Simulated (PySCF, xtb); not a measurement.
ClFGeH2O2, SMILES [OH][Ge]([OH])([F])[Cl].

GFN2-xTB in xtb at its own geometry gives an orbital gap of 6.68 eV and a dipole moment of 1.87 D.

Geometry optimised at B3LYP-D3(BJ)/def2-SVP. The structure was generated by enumeration, and PubChem lists no compound with its InChIKey, so it may never have been made. Other conformers were not sampled.

### Question
What does PBE/def2-TZVP (PySCF) give? (An estimate is asked for; the answer gives what the named calculation found.)

### Answer
gap 5.87 eV (levels -8.05 and -2.18 eV), dipole 1.91 D.
